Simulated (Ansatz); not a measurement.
`[NH2][SnH2][Br]` → H₂ + `[NH2][Sn][Br]` at 500 K and 1 bar (stannylene formation by 1,1-elimination).

Calculated with Ansatz (gas phase, PBE0-D4/def2-TZVP geometries, no zero-point term in ΔE). CBS: MP2 limit from def2 TZ/QZ plus the TZ coupled-cluster correction, frozen cores. This one scheme is used for every species. def2 core potentials past Kr. For Br, Sn outer-core shells are correlated without core-valence functions, which leaves a few kJ/mol of doubt a bond. Scalar relativity is left out up to krypton. One conformer a species, not always the lowest.

```json
{"species": "`[NH2][SnH2][Br]`", "CCSD(T)/CBS energy (Eh)": "-2844.49555", "H − E (kJ/mol)": "142.0", "S (J/(mol·K))": "393.2"}
{"species": "H₂", "CCSD(T)/CBS energy (Eh)": "-1.17544", "H − E (kJ/mol)": "41.0", "S (J/(mol·K))": "145.5"}
{"species": "`[NH2][Sn][Br]`", "CCSD(T)/CBS energy (Eh)": "-2843.33195", "H − E (kJ/mol)": "97.7", "S (J/(mol·K))": "359.4"}
```

H − E and S are ideal-gas, rigid-rotor, harmonic terms from PBE0-D4/def2-TZVP, for one conformer and one mirror image of each species. The MP2-based limit puts H₂ 0.8 mEh under its directly extrapolated value; such offsets cancel only in part. 1 Eh = 2625.50 kJ/mol, R = 8.31446 J/(mol·K).

Question: By hand: ΔE, ΔH, ΔS and ΔG.

Answer: ΔE = (-1.17544) + (-2843.33195) − (-2844.49555) = -0.01184 Eh = -31.1 kJ/mol. Δ(H − E) = 41.0 + 97.7 − 142.0 = -3.3, so ΔH = -34.4 kJ/mol. ΔS = 145.5 + 359.4 − 393.2 = 111.7 J/(mol·K). ΔG = -34.4 − 500 × (111.7)/1000 = -90.2 kJ/mol.

Question: By hand: the equilibrium constant, and the temperature at which ΔG would vanish if ΔH and ΔS stayed fixed.

Answer: log₁₀ K = −ΔG/(RT ln 10) = 9.4. ΔH and −TΔS have one sign here, so there is no such temperature.

The number of gas molecules changes by +1, which sets the sign of ΔS. A doubt of 5 kJ/mol in ΔE shifts log₁₀ K by 0.5 here. Other conformers and mirror images would add mixing entropy, several J/(mol·K) or more a flexible species. These are equilibria of isolated gas molecules and say nothing of rates. Largest T1 diagnostic: 0.014 (customary marks: 0.02 for closed shells, 0.045 for open ones).
